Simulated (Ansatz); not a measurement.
Reaction (cleavage of the Si–Al bond): `[SiH3][NH][AlH][SiH2]Cl` + `N[SiH3]` → `[SiH3]N[SiH2]Cl` + `[AlH2][NH][SiH3]`

Isolated molecules relaxed with PBE0-D4/def2-TZVP in Ansatz; ΔE leaves out vibrations. CBS: MP2 limit from def2 TZ/QZ plus the TZ coupled-cluster correction, frozen cores. This one scheme is used for every species. One conformer a species, not always the lowest.

`[SiH3][NH][AlH][SiH2]Cl`:

```xyz
12

Si   -1.361    1.394   -0.342
N    -0.269    0.566   -1.395
Al    0.869   -0.748   -1.008
Si    1.000   -1.442    1.346
Cl    1.669    0.203    2.431
H    -1.304    0.706    0.974
H    -2.758    1.346   -0.856
H    -1.002    2.827   -0.157
H    -0.276    0.891   -2.354
H     1.744   -1.344   -2.188
H     1.981   -2.534    1.598
H    -0.292   -1.866    1.952
```

`N[SiH3]`:

```xyz
7

N    -0.947    0.490    0.007
Si    0.588   -0.275   -0.112
H    -1.033    1.359    0.510
H    -1.776   -0.071    0.123
H     1.574    0.746   -0.552
H     1.113   -0.887    1.145
H     0.480   -1.361   -1.121
```

`[SiH3]N[SiH2]Cl`:

```xyz
10

Si   -0.774    1.324    0.358
N    -0.565   -0.311   -0.179
Si    0.867   -1.243   -0.139
Cl    2.096   -0.916   -1.766
H     0.430    1.667    1.154
H    -0.909    2.277   -0.776
H    -1.995    1.443    1.199
H    -1.318   -0.697   -0.732
H     1.648   -0.865    1.056
H     0.520   -2.680   -0.174
```

`[AlH2][NH][SiH3]`:

```xyz
9

Al   -1.185   -0.593   -1.191
N    -0.543    0.218    0.261
Si    1.091    0.365    0.799
H    -0.159   -1.298   -2.164
H    -2.752   -0.555   -1.413
H    -1.226    0.660    0.863
H     1.524    1.787    0.899
H     1.949   -0.332   -0.193
H     1.300   -0.252    2.139
```

```csv
species,CCSD(T)/CBS(def2) energy (Eh)
`[SiH3][NH][AlH][SiH2]Cl`,-1338.96095
`N[SiH3]`,-346.80422
`[SiH3]N[SiH2]Cl`,-1096.34659
`[AlH2][NH][SiH3]`,-589.44550
```

(1) Work out ΔE.

Largest T1 diagnostic among the species: 0.012.

## Answers

(1) ΔE = (-1096.34659) + (-589.44550) − (-1338.96095) − (-346.80422) = -0.02692 Eh = -70.7 kJ/mol.

Leaving LDA and LC-ωPBE aside and taking each functional with its dispersion term where it has one, the values, not all of them listed here, spread over 26.6 kJ/mol, from B97M-V to PBE-D4. LDA lies −5.2 kJ/mol from PBE without D4. From PBE to PBE0 (25 % exact exchange), in def2-TZVPP and without D4, ΔE moves by −6.1 kJ/mol. In def2-TZVPP, CCSD(T) changes the Hartree–Fock value by +14.1 kJ/mol (the triples alone add +1.6 kJ/mol) and MP2 by +5.6 kJ/mol.
